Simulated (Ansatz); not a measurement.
The cluster Cd₄. Charge 0, multiplicity 5. Geometry B3LYP/def2-SVP; atoms count from 1.

```tsv
atom	x (Å)	y (Å)	z (Å)
Cd1	-2.137	-1.193	-0.343
Cd2	0.537	0.030	0.328
Cd3	2.910	0.243	1.897
Cd4	-1.310	0.920	-1.883
```

In the def2 sets Cd takes a core potential; there is no spin–orbit coupling. At PBE0/def2-TZVP a singlet of charge 0 lies 4.21 eV below the quintet, each at its own geometry. The structure comes from a short search, and lower isomers may exist.

Q: Estimate the Mulliken populations from the PBE0/def2-TZVP orbitals of Ansatz.

A: 
| atom | charge (e) | spin (α − β) | d electrons |
| --- | --- | --- | --- |
| Cd1 | 0.01 | 1.14 | 9.99 |
| Cd2 | -0.08 | 0.99 | 9.99 |
| Cd3 | 0.06 | 0.72 | 9.99 |
| Cd4 | 0.01 | 1.14 | 9.99 |
Mulliken values and Mayer orders depend strongly on the basis.

Q: Where does the spin sit?

A: Summed by element: Cd 4.00, of 4 unpaired in all. Largest on single atoms: Cd4 1.14, Cd1 1.14, Cd2 0.99.

Q: And the Mayer bond orders between bonded heavy atoms (over 0.3)?

A: Cd1–Cd2 0.58 (3.02 Å); Cd1–Cd4 0.92 (2.74 Å); Cd2–Cd3 0.81 (2.85 Å); Cd2–Cd4 0.58 (3.02 Å).
